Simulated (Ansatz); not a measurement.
Reactions of `O=C([SeH])O[SiH3]`.

Program: Ansatz. Geometries: PBE0-D4/def2-TZVP. ΔE: electronic, gas phase. CCSD(T)/CBS is the MP2 limit (def2-TZVPP, def2-QZVPP) plus CCSD(T) − MP2 in def2-TZVPP, frozen cores. DFT in def2-TZVPP. For Se outer-core shells are correlated without core-valence functions, which leaves a few kJ/mol of doubt a bond. Scalar relativity is left out up to krypton. Each species was taken in one conformer, which may not be the lowest.

```tsv
reaction	CCSD(T)/CBS(def2) (eV)
`O=C([SeH])O[SiH3]` + `CO[SiH2]F` → `CO[SiH](F)[SiH3]` + `O=C(O)[SeH]`	0.94
`O=C([SeH])O[SiH3]` + `C=NC` → `C=NC[SeH]` + `O=CO[SiH3]`	0.21
`O=C([SeH])O[SiH3]` + `BN[SiH3]` → `[SiH3]NB[SeH]` + `O=CO[SiH3]`	-0.95
`O=C([SeH])O[SiH3]` + `[SiH3]C=S` → `S=C[SiH2][SeH]` + `O=CO[SiH3]`	?
```

Problem. Fill in the missing values. (Estimate.)

Solution. Ansatz gave: `O=C([SeH])O[SiH3]` + `[SiH3]C=S` → `S=C[SiH2][SeH]` + `O=CO[SiH3]`: -0.94 eV.

Largest T1 diagnostic: 0.016, for `O=CO[SiH3]`.
